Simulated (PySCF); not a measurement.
Numbering as in the mapped SMILES `[CH3:1][C@@H:2]([F:3])[C@@H:4]1[CH:5]=[C:6]1[F:7]`. Each H is labelled by its parent atom.

Geometry: PBE0-D3(BJ)/def2-SVP; GIAO absolute shieldings from PySCF, gas phase, non-relativistic, averaged over equivalent atoms.

At BHandHLYP/pcSseg-1 (149 basis functions, 13 s wall time on 1 thread of an Arm Neoverse V1, shared host):
| atoms | σ (ppm) |
| --- | --- |
| C6 | 31.5 |
| C2 | 87.6 |
| C5 | 100.9 |
| C4 | 147.1 |
| C1 | 161.9 |
| F7 | 327.2 |
| F3 | 387.2 |
| H(C5) | 25.67 |
| H(C2) | 27.85 |
| H(C4) | 28.99 |
| H(C1) | 30.06 |

Question: Predict the values at PBE0/6-311+G(2d,p) on the same geometry.

Answer: 
```csv
atoms,"σ at PBE0/6-311+G(2d,p)",change
C6,35.8,+4.3
C2,89.7,+2.1
C5,107.5,+6.6
C4,145.7,-1.4
C1,165.7,+3.8
F7,316.3,-10.9
F3,371.5,-15.7
H(C5),26.12,+0.45
H(C2),27.59,-0.26
H(C4),28.88,-0.11
H(C1),30.28,+0.22
```

The largest change is at F3 (fluorine on an sp3 carbon). Cost: 225 basis functions, 33 s wall time on 1 thread of an Arm Neoverse V1, shared host. The order of the carbon signals is the same at both levels.
